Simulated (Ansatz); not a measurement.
Spectroscopic constants of CdSe, multiplicity 3 (an upper state: multiplicity 1 came lower at CCSD(T)/def2-TZVPP on PBE0 minima). No spin–orbit coupling. Se is treated without relativity.

Constants: fifth-degree fit in 1/R to seven points, most abundant isotopes. In def2 and cc sets the state is the lowest found near the PBE0 minimum, followed along R.

Run with Ansatz (a first-principles code).  In def2 rows elements past Kr take small-core potentials, without spin–orbit coupling.

Energies at PBE0/def2-TZVPP:

| R (Å) | E (hartree) |
|---|---|
| 2.407950 | -2569.00653002 |
| 2.472680 | -2569.00924404 |
| 2.532232 | -2569.01050871 |
| 2.599551 | -2569.01085050 |
| 2.666870 | -2569.01032863 |
| 2.744546 | -2569.00897029 |
| 2.835167 | -2569.00673377 |

With a reduced mass of 46.9651 u, find the minimum, the force constant and the constants.

A fifth-degree polynomial in 1/R puts the minimum at r_e = 2.5892 Å with force constant 86.7 N/m. Then ω_e = (1/2πc)√(k/μ) = 177 cm⁻¹ and B_e = h/(8π²cμr_e²) = 0.05354 cm⁻¹; the cubic and quartic terms give α_e = 0.00029 and ω_e x_e = 0.92 cm⁻¹.
